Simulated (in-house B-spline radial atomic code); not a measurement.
Configurations of Os²⁺, with energies counted from [Xe] 4f14 (5d3/2)4 (5d5/2)2. Computed with a B-spline radial code for spherical atoms: Dirac-Hartree-Fock, average of each configuration as written, Fermi nucleus of rms radius 5.4126 fm. Energies include first-order Breit, QED and recoil terms.

Occupations are held fixed; configurations that lie above the ionisation limit could autoionise.

```csv
configuration,E - E(ref) (eV),highest orbital,its <r> (bohr)
[Xe] 4f14 (5d3/2)4 (5d5/2)1 8s1,19.865,8s1/2,9.491
[Xe] 4f14 (5d3/2)1 (5d5/2)4 (5f5/2)1,22.218,5f5/2,5.696
[Xe] 4f14 (5d5/2)5 (5g9/2)1,25.807,5g9/2,9.146
[Xe] (4f5/2)5 (4f7/2)8 (5d3/2)3 (5d5/2)4,52.86,5d5/2,1.64
[Kr] 4d10 4f14 5s2 (5p1/2)2 (5p3/2)3 (5d3/2)4 (5d5/2)2 (8d3/2)1,68.069,8d3/2,13.9
[Xe] (4f5/2)6 (4f7/2)7 (5d3/2)4 (5d5/2)2 (9d3/2)1,73.752,9d3/2,19.8
```

Task: Order these further configurations by energy, lowest first.
A. [Xe] 4f14 (5d3/2)1 (5d5/2)5
B. [Kr] 4d10 4f14 5s2 (5p1/2)1 (5p3/2)4 (5d5/2)6 (5g9/2)1
C. [Xe] 4f14 (5d3/2)1 (5d5/2)4 (9f5/2)1
D. [Kr] 4d10 4f14 5s2 (5p1/2)1 (5p3/2)4 (5d3/2)3 (5d5/2)3 (6g9/2)1
E. [Kr] 4d10 4f14 5s2 (5p1/2)2 (5p3/2)3 (5d5/2)6 (7d3/2)1

Result: A (2.9866 eV), C (28.095 eV), E (72.765 eV), B (81.691 eV), D (84.275 eV).

Task: How far above the reference does [Kr] 4d10 4f14 5s2 (5p1/2)2 (5p3/2)3 (5d3/2)3 (5d5/2)3 6s1 lie?

Result: 49.619 eV; its least bound orbital is 6s1/2 with <r> = 2.639 bohr.

Task: How far above the reference does [Xe] 4f14 (5d5/2)6 lie?

Result: 3.4403 eV; its least bound orbital is 5d5/2 with <r> = 1.695 bohr.
